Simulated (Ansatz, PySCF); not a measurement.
This PySCF input computes a CAM-B3LYP/def2-TZVPD energy:

```python
from pyscf import gto, scf, dft

mol = gto.M(
    atom='''
    N    -1.09895445    0.24210559    0.04933160
    C     0.18292093    0.38685930   -0.06554635
    O     1.06504916   -0.54321309   -0.00639096
    H    -1.55012573   -0.65357977    0.20314888
    H    -1.70318167    1.05336799   -0.01456906
    H     0.59089722    1.37957484   -0.22917117
    H     0.73717246   -1.44955323    0.13967593
    ''',
    basis='def2-tzvpd',
    charge=1,
    spin=0,
    verbose=4,
)

mf = dft.RKS(mol, xc='camb3lyp').density_fit(auxbasis='def2-universal-jkfit')
mf.grids.level = 3
mf.conv_tol = 1e-9
mf.max_cycle = 100
mf.max_memory = 1500
mf.kernel()
if not mf.converged:
    mf = mf.newton()
    mf.kernel(mf.make_rdm1())
mf.analyze()
```

### Question
Write an input for the same energy in Ansatz (an electronic-structure program) and say what it gives.

### Answer

Ansatz 0.2 input:
```yaml
crystal:
  periodic: [false, false, false]
  atoms:
    - {symbol: N, position_ang: [-1.09895445, 0.24210559, 0.04933160]}
    - {symbol: C, position_ang: [0.18292093, 0.38685930, -0.06554635]}
    - {symbol: O, position_ang: [1.06504916, -0.54321309, -0.00639096]}
    - {symbol: H, position_ang: [-1.55012573, -0.65357977, 0.20314888]}
    - {symbol: H, position_ang: [-1.70318167, 1.05336799, -0.01456906]}
    - {symbol: H, position_ang: [0.59089722, 1.37957484, -0.22917117]}
    - {symbol: H, position_ang: [0.73717246, -1.44955323, 0.13967593]}
basis:
  gaussian:
    orbitals: def2-TZVPD
hamiltonian:
  xc: {name: CAM-B3LYP}
total_charge: 1
output: {forces: true}
```
It gives -170.22281 Eh, and PySCF -170.22287 Eh, a difference of 0.06 mEh, from the treatment of integrals and grids.

It need not be the lowest isomer of its formula.
